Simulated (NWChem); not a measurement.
# ZnBrF; SMILES [F][Zn][Br]

Results from NWChem. Pople sets run with spherical d functions. Medium grid unless said otherwise, to which SCAN and Minnesota functionals are sensitive. Geometry: optimised at PBE0/def2-SVP.

### Question
Estimate the computed values for SCAN/6-31G*. Quantities: highest occupied level (eV); orbital gap (eV); dipole (D).

### Answer
```
Item                         Result
---------------------------  ------
highest occupied level (eV)   -7.66
orbital gap (eV)               5.39
dipole (D)                     0.15
```
